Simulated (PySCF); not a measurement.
Ru (ruthenium, neutral) across methods

[Kr] 4d7 5s1, high-spin 5F determinant. Calculation: PySCF 2.14, in x2c-QZVPPall (13s8p7d4f2g, 118 functions); scalar relativity by spin-free X2C-1e.

```tsv
method	E (hartree)	mean ε 4d α (eV)	mean ε 5s α (eV)	mean ε 4d β (eV)	Σ⟨r²⟩ (bohr²)	⟨S²⟩
r2SCAN	-4530.38	-6.244	-4.951	-4.300	51.92	6.002
UHF	-4528.04297	-11.466	-6.479	-9.067	52.90	6.005
PBEsol	-4527.60	-5.959	-4.788	-4.161	52.35	6.001
LC-wPBE	-4529.95	-10.114	-7.153	-8.315	51.98	6.002
M06-L	-4530.26	-6.144	-4.450	-4.269	51.58	6.009
PBE	-4529.99	-5.959	-4.735	-4.224	52.58	6.001
LDA	-4525.34	-6.093	-4.960	-4.317	52.38	6.001
```

**Question.** Estimate the same row for PBE0.

**Answer.** E (hartree) = -4530.05; mean ε 4d α (eV) = -7.467; mean ε 5s α (eV) = -5.294; mean ε 4d β (eV) = -5.593; Σ⟨r²⟩ (bohr²) = 52.19; ⟨S²⟩ = 6.002.
